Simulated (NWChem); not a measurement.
System: BH$_{2}$Br; SMILES BBr

Output (shortened):

```
             Northwest Computational Chemistry Package (NWChem) 7.3.0
             --------------------------------------------------------

 C2V symmetry detected

                             Geometry "geometry" -> ""
                             -------------------------

 Output coordinates in angstroms (scale by  1.889725989 to convert to a.u.)

  No.       Tag          Charge          X              Y              Z
 ---- ---------------- ---------- -------------- -------------- --------------
    1 B                    5.0000     0.00000000     0.00000000    -1.55635431
    2 H                    1.0000     0.00000000     1.06956800    -2.12286131
    3 H                    1.0000     0.00000000    -1.06956800    -2.12286131
    4 Br                  35.0000     0.00000000     0.00000000     0.34364269

 Effective nuclear repulsion energy (a.u.)      67.1381180418

      Symmetry information
      --------------------

 Group name             C2v
 Group number             16
 Group order               4
 No. of unique centers     3

  pbe96 is a nonlocal functional; adding pw91lda local functional.

                                 NWChem DFT Module
                                 -----------------

 Summary of "ao basis" -> "ao basis" (spherical)
 ------------------------------------------------------------------------------
       Tag                 Description            Shells   Functions and Types
 ---------------- ------------------------------  ------  ---------------------
 B                          def2-svp                 6       14   3s2p1d
 H                          def2-svp                 3        5   2s1p
 Br                         def2-svp                12       32   5s4p3d

      Symmetry analysis of basis
      --------------------------

        a1         26
        a2          5
        b1         11
        b2         14

            General Information
            -------------------
          SCF calculation type: DFT
          Wavefunction type:  closed shell.
          No. of atoms     :     4
          No. of electrons :    42
           Alpha electrons :    21
            Beta electrons :    21
          Charge           :     0
          Spin multiplicity:     1
          Use of symmetry is: on ; symmetry adaption is: on
          Maximum number of iterations: 150
          AO basis - number of functions:    56
                     number of shells:    24
          Convergence on energy requested:  1.00D-06
          Convergence on density requested:  1.00D-05
          Convergence on gradient requested:  5.00D-04

              XC Information
              --------------
                     Hartree-Fock (Exact) Exchange  1.000
                     LC-wPBE(h)Exchange Functional  1.000
            Perdew 1991 LDA Correlation Functional  1.000 local
           PerdewBurkeErnz. Correlation Functional  1.000 non-local

           Range-Separation Parameters
           ---------------------------
           Alpha           :  0.00
           Beta            :  1.00
           Gamma           :  0.20
           Short-Range HF  :     F

             Grid Information
             ----------------
          Grid used for XC integration:  medium
          Radial quadrature: Mura-Knowles
          Angular quadrature: Lebedev.
          Tag              B.-S. Rad. Rad. Pts. Rad. Cut. Ang. Pts.
          ---              ---------- --------- --------- ---------
          B                   0.85       49           7.0       434
          H                   0.35       45           8.0       434
          Br                  1.15      112           8.0       590
          Grid pruning is: on
          Number of quadrature shells:   206
          Spatial weights used:  Erf1

      Superposition of Atomic Density Guess
      -------------------------------------

 Sum of atomic energies:       -2597.58836120

      Non-variational initial energy
      ------------------------------

 Total energy =   -2598.077955
 1-e energy   =   -3748.492023
 2-e energy   =    1083.275950
 HOMO         =      -0.340812
 LUMO         =      -0.023733

      Symmetry analysis of molecular orbitals - initial
      -------------------------------------------------

  Numbering of irreducible representations:

     1 a1          2 a2          3 b1          4 b2

  Orbital symmetries:

     1 a1          2 a1          3 a1          4 b2          5 b1
     6 a1          7 a1          8 a1          9 b2         10 b1
    11 a1         12 b2         13 b1         14 a1         15 a2
    16 a1         17 a1         18 b2         19 a1         20 b1
    21 b2         22 b1         23 a1         24 a1         25 b2
    26 a1         27 a1         28 b2         29 b1         30 a1
    31 b2

   convergence    iter        energy       DeltaE   RMS-Dens  Diis-err
 ---------------- ----- ----------------- --------- --------- ---------
 d= 0,ls=0.0,diis     1  -2599.4366020217 -2.67D+03  1.06D-02  3.18D-01
 d= 0,ls=0.0,diis     2  -2599.4548157389 -1.82D-02  6.09D-03  1.65D-01
 d= 0,ls=0.0,diis     3  -2599.4721515435 -1.73D-02  1.34D-03  7.12D-03
 d= 0,ls=0.0,diis     4  -2599.4730739428 -9.22D-04  3.29D-04  2.11D-04
 d= 0,ls=0.0,diis     5  -2599.4730974648 -2.35D-05  1.27D-04  2.59D-05
  Resetting Diis
 d= 0,ls=0.0,diis     6  -2599.4731020162 -4.55D-06  4.81D-05  8.14D-07
 d= 0,ls=0.0,diis     7  -2599.4731023880 -3.72D-07  1.05D-05  4.02D-08
 d= 0,ls=0.0,diis     8  -2599.4731024005 -1.25D-08  2.62D-06  1.66D-08

         Total DFT energy =    -2599.473102400488
      One electron energy =    -3749.088177285249
           Coulomb energy =     1178.150391057151
    Exchange-Corr. energy =      -95.673434214175
 Nuclear repulsion energy =       67.138118041785

 Numeric. integr. density =       41.999999691822

                  Occupations of the irreducible representations
                  ----------------------------------------------

[...]
```

Level: LC-wPBE (HJS exchange hole, range parameter 0.2 per bohr)/def2-SVP, vertical spin-unrestricted ions. Geometry: optimised at PBE-D3(BJ)/def2-SVP.

Task: Write an input that gives this output.

Result: One answer among several that fit: the input that was run:
```
start job
memory heap 200 mb stack 900 mb global 1100 mb
geometry units angstroms noautoz
  B      0.000000     0.000000    -1.523175
  H      0.000000     1.069568    -2.089682
  H      0.000000    -1.069568    -2.089682
  Br     0.000000     0.000000     0.376822
end
basis spherical
  * library def2-svp
end
dft
  xc xwpbe 1.00 cpbe96 1.0 hfexch 1.00
  cam 0.2 cam_alpha 0.0 cam_beta 1.0
  iterations 150
  vectors input atomic output neutral.movecs
end
task dft energy
charge 1
dft
  odft
  mult 2
  vectors input atomic output cation.movecs
end
task dft energy
```
